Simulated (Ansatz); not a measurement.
Relaxation of BBrClH3O (7 atoms, charge 0, multiplicity 1), to a largest force component of 0.03 eV/Å in at most 50 steps.

Computed with RKS PBE/def2-SVP (Ansatz).

```xyz
7
Properties=species:S:1:pos:R:3:forces:R:3
B -0.032 -0.233 0.084 0.00 -0.35 0.61
O -0.015 -0.477 1.449 -0.04 0.19 -0.70
H -0.916 -0.409 1.819 0.02 -0.02 -0.01
Cl 1.494 -0.395 -0.775 -0.01 0.00 0.01
H -1.051 0.005 -0.529 0.01 0.01 0.03
Br 0.335 2.867 0.981 0.27 -0.94 0.77
H 0.608 1.616 1.776 -0.24 1.11 -0.71
```

**Question.** Where does it end, and by what steps?

**Answer.** The forces met the threshold. The force dipped under the threshold on the way, but the program's further checks kept it going. After 23 steps the energy has fallen by 0.197 eV; H5 moved furthest, 1.61 Å.

| step | energy less start (eV) | largest force component (eV/Å) | accepted |
| --- | --- | --- | --- |
| 0 | 0.0000 | 1.110 | yes |
| 1 | -0.0481 | 0.926 | yes |
| 2 | -0.0755 | 1.060 | yes |
| 3 | -0.0865 | 0.954 | yes |
| 4 | -0.1128 | 0.352 | yes |
| 5 | -0.1277 | 0.111 | yes |
| 6 | -0.1365 | 0.091 | yes |
| 7 | -0.1420 | 0.401 | yes |
| 8 | -0.1539 | 0.366 | yes |
| 9 | -0.1659 | 0.110 | yes |
| 10 | -0.1725 | 0.270 | yes |
| 11 | -0.1739 | 0.320 | yes |
| 12 | -0.1808 | 0.304 | yes |
| 13 | -0.1899 | 0.137 | yes |
| 14 | -0.1939 | 0.035 | yes |
| 15 | -0.1861 | 0.375 | no |
| 16 | -0.1955 | 0.029 | yes |
| 17 | -0.1963 | 0.092 | yes |
| 18 | -0.1963 | 0.102 | no |
| 19 | -0.1969 | 0.033 | yes |
| 20 | -0.1972 | 0.049 | yes |
| 21 | -0.1974 | 0.019 | yes |
| 22 | -0.1974 | 0.039 | yes |
| 23 | -0.1975 | 0.015 | yes |

```xyz
7
Properties=species:S:1:pos:R:3
B -0.087 -0.622 -0.066
O -0.335 0.299 0.906
H -1.150 0.105 1.407
Cl 1.350 -0.403 -1.051
H -0.823 -1.568 -0.258
Br 0.935 3.189 2.273
H 0.532 1.975 1.594
```

Time of the run: 42 s on 2 threads of Arm Neoverse V1 (shared host), peak memory 0.14 GiB.
